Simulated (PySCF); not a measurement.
**C₆ coefficients of unlike pairs at revPBE**

Calculated with PySCF 2.14 from the dipole response of each species, C₆(A,B) = (3/π) ∫ α_A(iu) α_B(iu) du, in atomic units, from isotropic polarisabilities. For ions this is the dispersion term alone; charge-induced terms of lower order in 1/R come first.

| species | configuration | basis | relativity | α (bohr³) | C₆ (like pair) |
| --- | --- | --- | --- | --- | --- |
| Al⁺ | [Ne] 3s2 (1S) | aug-cc-pV(T+d)Z (6s5p4d2f) | none | 24.79 | 126.8 |
| Al²⁺ | [Ne] 3s1 (2S) | aug-cc-pCVTZ-DK (8s7p5d3f) | spin-free X2C | 13.93 | 37.75 |
| La²⁺ | [Xe] 5d1 (2D) | x2c-TZVPPall with one added diffuse shell each of s, p, d type (12s8p8d3f1g) | spin-free X2C | 20.95 | 130.5 |

Task: Estimate C₆ for La²⁺ with Al⁺.

Result: The integral gives 120.6. The combination rule 2 C_A C_B / (C_A α_B/α_A + C_B α_A/α_B) gives 126.5 and the geometric mean 128.6.

No spin-orbit coupling is included.

The other pairs:

```tsv
pair	C₆
Al²⁺, Al⁺	69.14
La²⁺, Al²⁺	65.73
```
